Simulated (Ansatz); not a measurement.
Ansatz (a quantum-chemistry and plane-wave program) input for H6Si3, SMILES [SiH2]1[SiH2][SiH2]1, PBE0-D3(BJ)/def2-SVP. 

Ansatz 0.2 input:
```yaml
crystal:
  periodic: [false, false, false]
  atoms:
    - {symbol: Si, position_ang: [1.35133666, -0.00000000, -0.00000000]}
    - {symbol: H, position_ang: [2.23964165, 0.00000000, 1.16645638]}
    - {symbol: H, position_ang: [2.23964165, -0.00000000, -1.16645638]}
    - {symbol: Si, position_ang: [-0.67566833, 1.17029188, -0.00000000]}
    - {symbol: H, position_ang: [-1.11982082, 1.93958656, 1.16645638]}
    - {symbol: H, position_ang: [-1.11982082, 1.93958656, -1.16645638]}
    - {symbol: Si, position_ang: [-0.67566833, -1.17029188, -0.00000000]}
    - {symbol: H, position_ang: [-1.11982082, -1.93958656, 1.16645639]}
    - {symbol: H, position_ang: [-1.11982083, -1.93958656, -1.16645638]}
basis:
  gaussian:
    orbitals: def2-SVP
hamiltonian:
  xc: pbe0
  dispersion: d3bj
relax: {f_tol: 0.002, max_steps: 200}
```

Program output:

```
WARN ansatz: RAYON_NUM_THREADS=1 ignored (pool sized by the plan → 1); use --threads N
Functional definition: PBE0
integrals: 0.03 GiB planned
852 factors; integrals over basis functions are off by at most 3.2e-4 eV
mean field: 0.29 GiB planned
mean field evaluation 1: about -23711.3491 eV, gradient 8.4e0 eV
mean field evaluation 2: about -23711.6303 eV, gradient 3.0e0 eV
mean field evaluation 4: about -23711.6650 eV, gradient 2.0e-1 eV
mean field evaluation 8: about -23711.6640 eV, gradient 4.0e-4 eV
mean field -23711.66402515 eV, -871.3875805812 hartree, gradient 7.4e-6 eV, S^2 0.000000; 0 other end points of the search recorded, 0 dependent functions left out
the calculation of the forces begins
reference -23711.66405190 eV, -871.3875815640 hartree; 24, 24 occupied and 60, 60 virtual orbitals, 852 factors
relax step   1: F+E_penalty+E_count = -23711.86356721 eV  Δ(F+E_penalty+E_count) = +0.000e0 eV  max|allowed force component| = 6.105e-1 eV/Å  Δτ_max = 0.0000 Å  (22 SCF iters, accepted)
these checks for a lower state are left out or cut short: starts, cluster_reference, orbital_swaps, neighbouring_geometries, increment
integrals: 0.03 GiB planned
852 factors; integrals over basis functions are off by at most 3.3e-4 eV
mean field: 0.29 GiB planned
mean field evaluation 16: about -23711.7959 eV, gradient 4.2e-2 eV
mean field -23711.79594894 eV, -871.3924286910 hartree, gradient 2.2e-5 eV, S^2 0.000000; 0 other end points of the search recorded, 0 dependent functions left out
the calculation of the forces begins
reference -23711.79597579 eV, -871.3924296777 hartree; 24, 24 occupied and 60, 60 virtual orbitals, 852 factors
relax step   2: F+E_penalty+E_count = -23711.99780743 eV  Δ(F+E_penalty+E_count) = -1.342e-1 eV  max|allowed force component| = 3.627e-2 eV/Å  Δτ_max = 0.1200 Å  (23 SCF iters, accepted)
these checks for a lower state are left out or cut short: starts, cluster_reference, orbital_swaps, neighbouring_geometries, increment
integrals: 0.03 GiB planned
852 factors; integrals over basis functions are off by at most 3.3e-4 eV
mean field: 0.29 GiB planned
mean field -23711.79721979 eV, -871.3924753940 hartree, gradient 1.9e-5 eV, S^2 0.000000; 0 other end points of the search recorded, 0 dependent functions left out
the calculation of the forces begins
reference -23711.79724665 eV, -871.3924763808 hartree; 24, 24 occupied and 60, 60 virtual orbitals, 852 factors
relax step   3: F+E_penalty+E_count = -23711.99877843 eV  Δ(F+E_penalty+E_count) = -9.710e-4 eV  max|allowed force component| = 4.236e-3 eV/Å  Δτ_max = 0.0113 Å  (21 SCF iters, accepted)
these checks for a lower state are left out or cut short: starts, cluster_reference, orbital_swaps, neighbouring_geometries, increment
integrals: 0.03 GiB planned
852 factors; integrals over basis functions are off by at most 3.3e-4 eV
mean field: 0.29 GiB planned
mean field -23711.79722562 eV, -871.3924756079 hartree, gradient 2.0e-5 eV, S^2 0.000000; 0 other end points of the search recorded, 0 dependent functions left out
the calculation of the forces begins
reference -23711.79725247 eV, -871.3924765948 hartree; 24, 24 occupied and 60, 60 virtual orbitals, 852 factors
relax step   4: F+E_penalty+E_count = -23711.99878146 eV  Δ(F+E_penalty+E_count) = -3.034e-6 eV  max|allowed force component| = 8.117e-4 eV/Å  Δτ_max = 0.0002 Å  (16 SCF iters, accepted)
integrals: 0.03 GiB planned
852 factors; integrals over basis functions are off by at most 3.3e-4 eV
mean field: 0.29 GiB planned
mean field evaluation 32: about -23711.7985 eV, gradient 1.0e-2 eV
mean field -23711.79722562 eV, -871.3924756079 hartree, gradient 2.0e-5 eV, S^2 0.000000; 1 other end points of the search recorded, 0 dependent functions left out
the calculation of the forces begins
reference -23711.79725247 eV, -871.3924765948 hartree; 24, 24 occupied and 60, 60 virtual orbitals, 852 factors
Total energy: -23711.99880831 eV, -871.3998836355 hartree
Atom 0 at     1.349280    -0.000000    -0.000000 Å, force    -0.000812     0.000000    -0.000000 eV/Å
Atom 1 at     2.166118     0.000000     1.247216 Å, force     0.000368     0.000000     0.000554 eV/Å
Atom 2 at     2.166118    -0.000000    -1.247216 Å, force     0.000368     0.000000    -0.000554 eV/Å
Atom 3 at    -0.674630     1.168501     0.000000 Å, force     0.000407    -0.000709     0.000000 eV/Å
Atom 4 at    -1.083064     1.875908     1.247209 Å, force    -0.000185     0.000320     0.000557 eV/Å
Atom 5 at    -1.083064     1.875908    -1.247209 Å, force    -0.000185     0.000320    -0.000557 eV/Å
Atom 6 at    -0.674630    -1.168501     0.000000 Å, force     0.000407     0.000709     0.000000 eV/Å
Atom 7 at    -1.083064    -1.875908     1.247209 Å, force    -0.000185    -0.000320     0.000557 eV/Å
Atom 8 at    -1.083064    -1.875908    -1.247209 Å, force    -0.000185    -0.000320    -0.000557 eV/Å
Dipole moment:     0.000012    -0.000000    -0.000000 e Å
```

The run converged.
